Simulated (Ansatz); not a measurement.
Isolated molecules relaxed with PBE0-D4/def2-TZVP in Ansatz; ΔE leaves out vibrations. CBS: MP2 limit from def2 TZ/QZ plus the TZ coupled-cluster correction, frozen cores. DFT in def2-TZVPP. One conformer a species, not always the lowest.

Consider the isomerisation: `CCCC(=O)OCC` → `CCC(C)C(=O)OC`.

`CCCC(=O)OCC`:

Cartesian coordinates in Å:
```
C -1.005 -1.734 -1.786
C -0.355 -0.480 -2.346
C 0.711 0.093 -1.429
C 0.150 0.679 -0.160
O -0.988 1.037 -0.006
O 1.098 0.787 0.780
C 0.699 1.372 2.026
C 0.088 0.345 2.947
H -0.263 -2.519 -1.613
H -1.506 -1.525 -0.839
H -1.753 -2.132 -2.475
H 0.104 -0.701 -3.314
H -1.117 0.284 -2.521
H 1.255 0.906 -1.925
H 1.463 -0.654 -1.164
H 1.619 1.783 2.443
H 0.000 2.186 1.826
H -0.140 0.803 3.912
H -0.840 -0.046 2.527
H 0.778 -0.484 3.117
```

`CCC(C)C(=O)OC`:

```xyz
20

C    -0.599    0.964   -2.139
C    -0.166    1.544   -0.804
C    -0.401    0.604    0.371
C    -0.064    1.268    1.705
C     0.447   -0.639    0.239
O     1.583   -0.664   -0.154
O    -0.206   -1.731    0.659
C     0.549   -2.937    0.633
H    -0.028    0.064   -2.381
H    -0.441    1.679   -2.949
H    -1.660    0.698   -2.131
H    -0.710    2.473   -0.607
H     0.897    1.799   -0.835
H    -1.448    0.288    0.387
H    -0.248    0.595    2.545
H     0.986    1.568    1.727
H    -0.678    2.160    1.844
H     0.876   -3.164   -0.383
H     1.428   -2.855    1.273
H    -0.118   -3.715    0.999
```

| level | ΔE (kJ/mol) |
| --- | --- |
| BLYP | 12.6 |
| HF/def2-QZVPP | 12.2 |

(1) What does CCSD(T)/CBS give? (Best estimate.)

Largest T1 diagnostic among the species: 0.013.

Results:

(1) Computed: +6.5 kJ/mol. The listed levels differ from it by 6.1, 5.7 kJ/mol.

The D4 term adds −3.4 kJ/mol with B3LYP and −2.0 kJ/mol with PBE0; it sums over pairs of atoms, weighted by their polarisabilities, and B3LYP, whose exchange is more repulsive, gets the larger term. In def2-TZVPP, CCSD(T) changes the Hartree–Fock value by −6.4 kJ/mol (the triples alone add −1.0 kJ/mol) and MP2 by −8.4 kJ/mol. Leaving LDA and LC-ωPBE aside and taking each functional with its dispersion term where it has one, the values, not all of them listed here, spread over 2.6 kJ/mol, from revPBE-D4 to CAM-B3LYP-D4.

CCSD(T)/CBS has its own doubt, a few kJ/mol and more with outer-core shells, so smaller differences from it don't rank the levels.

B3LYP here is the variant with VWN-RPA as its local correlation; programs differ in this.
